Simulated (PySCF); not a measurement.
Compound: C9H7 (doublet state).
Cartesian coordinates in Å at the GFN2-xTB level; atoms count from 1:
```
atom  x, y, z in Å
C1     4.9755    0.3225    1.2982
C2     4.1226    0.3279    0.4433
C3     3.1525    0.3385   -0.5494
C4     1.8390    0.1727   -0.2786
C5     0.6440    0.0226   -0.0245
C6    -0.6889   -0.1415    0.2480
C7    -1.6672   -0.1177   -0.7059
C8    -3.0497   -0.2860   -0.4112
C9    -4.0180   -0.2549   -1.3365
H10    5.7163    0.3190    2.0405
H11    3.4751    0.4882   -1.5721
H12   -0.9611   -0.2948    1.2867
H13   -1.3897    0.0385   -1.7400
H14   -3.3088   -0.4443    0.6290
H15   -5.0550   -0.3847   -1.0806
H16   -3.7942   -0.0971   -2.3787
```

The hyperfine couplings belong to this conformer and change with its torsions.

As a line formula: `C#C[CH]C#C/C=C/C=C` [radical].

The calculation used UKS B3LYP, pcH-1 on C H, non-relativistic, mean-field spin-orbit, GIAO (PySCF 2.14.0). Geometry: GFN2-xTB, one conformer, isolated molecule. The geometry wasn't refined by DFT: couplings that depend on bond lengths, twists or pyramidal angles can differ widely from those at the functional's own minimum. Stability of the SCF solution: not tested. ⟨S²⟩ is 0.807 where a pure state has 0.75.

Largest spin populations (Mulliken): C3 (+0.48), C5 (+0.36), C7 (+0.33) and C1 (+0.31). Five atoms exceed +0.15. The positive populations add up to 1.78 and the negative ones to -0.78, together 2S = 1.

Question: McConnell's relation a(H) = Q·ρ ties the coupling of a proton on a planar π carbon to the spin population of that carbon. What Q do the computed values give?

Answer: 
```tsv
H	C	ρ(C)	a(H) (G)	a/ρ (G)
H11	C3	+0.483	-13.21	-27.4
H12	C6	-0.198	+4.80	-24.2
H13	C7	+0.334	-7.26	-21.8
H14	C8	-0.139	+2.38	-17.1
H15	C9	+0.280	-6.24	-22.3
H16	C9	+0.280	-5.90	-21.1
```

A least-squares line through the origin gives Q = -24.1 G with Mulliken populations. In every row coupling and population have opposite signs. Where ρ is negative the coupling is positive.

Question: Leave H16 and its like out of the fit. How well does the relation then predict its coupling?

Answer: The other protons give Q = -25.0 G, so a = -25.0 × 0.280 = -7.00 G, against the computed -5.90 G.

Couplings in gauss use g_iso = 2.0027.

On one thread of an Intel Xeon at 2.50 GHz, on a shared host, this took 3.4 min wall (grids of density and orbitals included) and 0.97 GiB of memory at its peak.
